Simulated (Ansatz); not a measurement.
```yaml
atoms:
  - { symbol: Zr, position_ang: [0.0463, 0.0178, -0.0062] }
  - { symbol: F, position_ang: [1.0746, 1.0612, 1.1263] }
  - { symbol: F, position_ang: [1.0639, -1.0626, -1.1185] }
  - { symbol: F, position_ang: [-1.0655, 1.0725, -1.0595] }
  - { symbol: F, position_ang: [-1.1167, -1.0521, 1.1092] }
```

Basis set: def2-TZVP (spherical functions, with the set's core potentials past Kr). Frozen core: 4 orbitals. Charge 0, multiplicity 1.

Computed with Ansatz (development build ahead of 0.2.0); each method stands on the lowest determinant of its kind that the runs found. Restricted open shells among the atoms or ions are ROHF, correlated in semicanonical orbitals with singles.

(1) Give the atomization energy at this shape (free ground-state atoms in the same class of orbitals less the molecule, no zero-point energy) of singlet ZrF4 by RHF-MP2, RHF.

## Answers

(1)

```tsv
method	atomization energy
RHF-MP2	2666.2 kJ/mol
RHF	1939.8 kJ/mol
```

Caution: no unrestricted run beside it, a lower state can exist; other spin multiplicities were not run.
